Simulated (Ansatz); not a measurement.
`C[SiH](S)CO` → `[CH2]` (triplet) + `C[SiH](O)S`  (formal loss of a carbene)

Isolated molecules relaxed with PBE0-D4/def2-TZVP in Ansatz; ΔE leaves out vibrations. CCSD(T)/CBS adds triple-zeta CCSD(T) − MP2 to the extrapolated MP2 energy (def2 sets, frozen cores). This one scheme is used for every species. DFT in def2-TZVPP. B3LYP here is the variant with VWN-RPA as its local correlation; programs differ in this. Triplets are unrestricted, without spin–orbit coupling. One conformer a species, not always the lowest.

`C[SiH](S)CO`:

```xyz
13

C    -0.210    1.681    0.816
Si   -0.118   -0.169    0.608
S    -2.030   -1.042    0.133
C     1.060   -0.674   -0.778
O     0.968   -2.053   -1.081
H    -0.907    1.946    1.614
H    -0.547    2.163   -0.105
H     0.773    2.086    1.070
H     0.245   -0.850    1.878
H    -2.239   -0.266   -0.945
H     0.877   -0.051   -1.668
H     2.093   -0.477   -0.473
H     0.034   -2.294   -1.069
```

`[CH2]` (triplet):

```xyz
3

C    -0.255    0.105    0.008
H     0.367    0.464    0.813
H    -0.113   -0.569   -0.822
```

`C[SiH](O)S`:

Z-matrix (Å, degrees):
```
C
Si 1 1.852
H 1 1.092 2 110.6
H 1 1.093 2 110.2 3 120.2
H 1 1.092 2 110.7 3 -120.3
O 2 1.646 1 105.8 3 -177.6
S 2 2.141 1 113.0 3 59.5
H 2 1.487 1 112.4 3 -55.4
H 6 0.959 2 116.8 1 -171.3
H 7 1.345 2 94.6 1 54.7
```

```
             level  ΔE (kcal/mol)  difference from CCSD(T)/CBS
         r2SCAN-D4           58.4                         -4.6
           PBE0-D4           65.0                          2.0
           ωB97X-V           67.0                          4.0
           ωB97M-V           64.6                          1.6
            B2PLYP           60.5                         -2.5
              PBE0           63.4                          0.4
             B3LYP           59.8                         -3.2
     HF/def2-TZVPP           25.2                        -37.8
    MP2/def2-TZVPP           62.0                         -1.0
SCS-MP2/def2-TZVPP           62.5                         -0.5
   CCSD/def2-TZVPP           57.4                         -5.6
CCSD(T)/def2-TZVPP           60.7                         -2.3
     HF/def2-QZVPP           25.0                        -38.0
SCS-MP2/def2-QZVPP           64.0                          1.0
      HF/CBS(def2)           24.9                        -38.1
    CCSD/CBS(def2)           59.7                         -3.3
       CCSD(T)/CBS           63.0                            0
```

Largest T1 diagnostic among the species: 0.011.

From PBE to PBE0 (25 % exact exchange), in def2-TZVPP and without D4, ΔE moves by −3.5 kcal/mol. In def2-TZVPP, CCSD(T) changes the Hartree–Fock value by +35.5 kcal/mol (the triples alone add +3.2 kcal/mol) and MP2 by +36.8 kcal/mol.
